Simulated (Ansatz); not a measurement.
Species: BHSCl2, charge 0, singlet. BHSCl2 (dichloroborinothioic acid, SMILES ClB(S)Cl).
B3LYP-D3(BJ)/def2-TZVP minimum from Ansatz (a quantum-chemistry and plane-wave program):
```
B
Cl 1 1.7551
Cl 1 1.7555 2 119.66
S 1 1.7925 2 117.50 3 -180.00
H 4 1.3438 1 96.77 2 180.00
```
Charge 0, spin multiplicity 1.

Hartree-Fock and CCSD(T) correlation energies in hartree (Ansatz). Open shells are spin-unrestricted; no spin-orbit coupling. Cores are frozen in correlated methods. No relativity.

```tsv
basis	X	E(HF)	E(corr, CCSD(T))
cc-pV(T+d)Z	3	-1341.98074	-0.73169
cc-pV(Q+d)Z	4	-1341.99253	-0.79136
cc-pV(5+d)Z	5	-1341.99463	withheld
```

### Question
Fit E(corr) = E∞ + A/X³ to X = 3 and 4, predict X = 5, and compare with the run.

### Answer
A = (-0.73169 - (-0.79136))/(1/27 - 1/64) = 2.7868; E∞ = -0.79136 - A/64 = -0.83490; at X = 5, E∞ + A/125 = -0.81261. The run gave -0.81108, 1.53 mEh above the prediction. The same form on X = 4 and 5 gives E∞ = -0.83177, 3.13 mEh above the first estimate.
